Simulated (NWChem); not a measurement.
Molecule: propylene glycol (C$_{3}$H$_{8}$O$_{2}$); SMILES CC(O)CO

```xyz
13

C     -0.6595     1.7382    -0.0198
C      0.0058     0.4294     0.3514
O      1.3664     0.3886    -0.0494
C     -0.6985    -0.7983    -0.2120
O      0.0079    -1.9579     0.1012
H     -0.0923     2.5873     0.3880
H     -0.7147     1.8562    -1.1158
H     -1.6871     1.7885     0.3712
H      0.0370     0.3233     1.4491
H      1.4037     0.6320    -0.9829
H     -1.7167    -0.8835     0.2029
H     -0.8122    -0.6634    -1.3129
H      0.9404    -1.7113     0.0162
```
Atoms are numbered in this order, from 1.

Program: NWChem. Pople sets run with spherical d functions. Coordinates come from a PBE0/def2-SVP optimisation. Solvent water, SMD (1 M gas to 1 M solution), gas-phase geometry.

Among these, which level gives the highest value of “solvation free energy (kcal/mol)”?
A) B3LYP/STO-3G
B) B3LYP/3-21G
C) B3LYP/6-311++G**
D) B3LYP/6-311G**

A, B3LYP/STO-3G. Values: B3LYP/3-21G -9.6; B3LYP/6-311++G** -9.3; B3LYP/6-311G** -8.4; B3LYP/STO-3G -4.2
